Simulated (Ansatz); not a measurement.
Frontier orbitals of `[F][Nb]([F])(=[S])[Cl]`.

Z-matrix (Å, degrees):
```
Nb
F 1 1.846
S 1 2.123 2 108.1
Cl 1 2.268 2 110.5 3 118.2
F 1 1.846 2 111.3 3 -118.6
```

The species carries charge 0 and has multiplicity 1. Correlated methods include outer-core shells of Nb, which these sets cover unevenly. Nb takes the def2 core potential. The geometry is a stationary point of PBE0-D4/def2-TZVP. Basis def2-TZVPP, Ansatz.

Orbital energies of one run (eV). Highest occupied ones, from the top: -8.13, -8.18, -9.12, -10.02, -10.27, -11.21, -12.36, -12.82, -13.00, -13.05, -13.71, -13.75, -18.76, -22.98. Empty: -3.35, -3.34, -2.35, -1.94, -1.77, -0.66.

(1) Which functional gave them?
A. LDA (SPW92)
B. BHLYP
C. PBE0
D. HSE06 (plane-wave form)

Answers

(1) D. HOMO energies: HSE06 -8.13, BHLYP -9.55, LDA (SPW92) -7.49, PBE0 -8.53 eV.
